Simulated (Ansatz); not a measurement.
`C[Se][BH][GeH3]` → `B[Se]C` + `[GeH2]` at 298.15 K and 1 bar (germylene loss).

Isolated molecules relaxed with PBE0-D4/def2-TZVP in Ansatz; ΔE leaves out vibrations. CCSD(T)/CBS is the MP2 limit (def2-TZVPP, def2-QZVPP) plus CCSD(T) − MP2 in def2-TZVPP, frozen cores. For Ge, Se outer-core shells are correlated without core-valence functions, which leaves a few kJ/mol of doubt a bond. Scalar relativity is left out up to krypton. Each species was taken in one conformer, which may not be the lowest.

```tsv
species	CCSD(T)/CBS energy (Eh)	H − E (kJ/mol)	S (J/(mol·K))
`C[Se][BH][GeH3]`	-4543.88078	216.2	374.9
`B[Se]C`	-2466.56684	169.4	301.6
`[GeH2]`	-2077.24753	38.7	220.4
```

H − E and S are ideal-gas, rigid-rotor, harmonic terms from PBE0-D4/def2-TZVP, for one conformer and one mirror image of each species. 1 Eh = 2625.50 kJ/mol, R = 8.31446 J/(mol·K).

Problem. By hand: ΔE, ΔH, ΔS and ΔG.

Solution. ΔE = (-2466.56684) + (-2077.24753) − (-4543.88078) = 0.06641 Eh = 174.4 kJ/mol. Δ(H − E) = 169.4 + 38.7 − 216.2 = -8.1, so ΔH = 166.3 kJ/mol. ΔS = 301.6 + 220.4 − 374.9 = 147.1 J/(mol·K). ΔG = 166.3 − 298.15 × (147.1)/1000 = 122.4 kJ/mol.

Problem. By hand: the equilibrium constant, and the temperature at which ΔG would vanish if ΔH and ΔS stayed fixed.

Solution. log₁₀ K = −ΔG/(RT ln 10) = -21.4. ΔG = 0 at ΔH/ΔS = 1131 K.

The number of gas molecules changes by +1, which sets the sign of ΔS. A doubt of 5 kJ/mol in ΔE shifts log₁₀ K by 0.9 here. Other conformers and mirror images would add mixing entropy, several J/(mol·K) or more a flexible species. These are equilibria of isolated gas molecules and say nothing of rates. Largest T1 diagnostic: 0.013 (customary marks: 0.02 for closed shells, 0.045 for open ones).
